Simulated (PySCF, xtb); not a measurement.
prop-2-enylcyclopropane (C6H10), SMILES C=CCC1CC1.

GFN2-xTB run with xtb at its own geometry gives an orbital gap of 5.34 eV and a dipole moment of 0.29 D.

Coordinates come from a B3LYP-D3(BJ)/def2-SVP optimisation. The values are those of a single conformer.

Task: What does PBE/def2-TZVP in PySCF give? (Estimate from the structure and the level; the computed values follow.)

Result: gap 5.45 eV (levels -6.30 and -0.85 eV), dipole 0.34 D.
